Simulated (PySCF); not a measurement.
From a computed spectrum to the compound

A species of 7 atoms with charge 1 has these harmonic modes (B3LYP, small Gaussian bases with core potentials, PySCF 2.14.0):

```csv
cm⁻¹,km/mol,symmetry
68,22.8,e1
68,22.8,e1
168,25.4,a1
208,0.0,e2
208,0.0,e2
285,118.6,e1
285,118.6,e1
297,0.0,e2
297,0.0,e2
437,0.3,a1
453,0.0,e2
453,0.0,e2
474,3.3,e1
474,3.3,e1
1523,903.8,a1
```

(1) Which species is it, and in which structure?

Results:

(1) [Ce(P5)H]+ (singlet in the valence; each metal's 4f electrons, 1 of them, lie in its core potential, out of spins and levels):
```xyz
7

Ce    0.0000    0.0000   -1.3711
P     1.8279    0.0000    1.2608
P     0.5648    1.7385    1.2608
P    -1.4788    1.0744    1.2608
P    -1.4788   -1.0745    1.2608
P     0.5649   -1.7385    1.2608
H     0.0000    0.0000   -3.4189
```
Ideal gas at 298.15 K and 1 bar: S = 405.6 J/(mol K), Cp = 129.6 J/(mol K), H − H(0 K) = 26.5 kJ/mol (rigid rotor, harmonic modes, spin degeneracy alone, that of the 4f electrons in the core included). An lcecp potential fixes the number of 4f electrons, so in runs with it no electron can move into or out of that shell.
 The answer isn't unique; the calculation gave this one.
